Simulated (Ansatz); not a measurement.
`OC1=C[SiH]1Cl`, 8 atoms. Total charge 0; spin multiplicity 1. All runs use 2 threads of an Arm Neoverse V1 on a shared host. Correlated methods freeze the cores.

Problem. How many basis functions does each run have, and how long does it take in Ansatz? RKS PBE-QIDH (frozen core)/def2-TZVPP energy; RKS PBE0-D4/def2-TZVP frequencies; direct RPA on PBE orbitals/def2-TZVPP energy; RHF-MP2/def2-QZVPP energy; RKS ωB97M-V/def2-QZVPP energy; RHF-CCSD(T)/def2-SVP energy; RKS ωB97M-V/def2-SVP energy; RHF-CCSD(T)/def2-TZVPP energy; RKS PBE0-D4/def2-QZVPP energy; RKS B2PLYP (frozen core)/def2-TZVPP energy; RKS revPBE-D4/def2-TZVPP energy; RKS PBE0-D4/def2-SVP energy. (Estimate.)

Solution. Ansatz gave: Other jobs shared the machine, so times are rough.

```tsv
level	job	functions	wall time	peak host memory (GiB)
RKS PBE0-D4/def2-SVP	energy	93	1.6 s	0.17
RKS revPBE-D4/def2-TZVPP	energy	219	3 s	0.26
RHF-CCSD(T)/def2-SVP	energy	93	4.3 s	0.31
direct RPA on PBE orbitals/def2-TZVPP	energy	219	7 s	0.43
RKS ωB97M-V/def2-SVP	energy	93	7.5 s	0.26
RKS PBE-QIDH (frozen core)/def2-TZVPP	energy	219	8 s	0.5
RKS B2PLYP (frozen core)/def2-TZVPP	energy	219	8 s	0.5
RKS PBE0-D4/def2-QZVPP	energy	401	13 s	1.2
RHF-MP2/def2-QZVPP	energy	401	25 s	1.9
RKS ωB97M-V/def2-QZVPP	energy	401	30 s	1.4
RHF-CCSD(T)/def2-TZVPP	energy	219	2.1 min	3.2
RKS PBE0-D4/def2-TZVP	frequencies	185	3.2 min	0.45
```
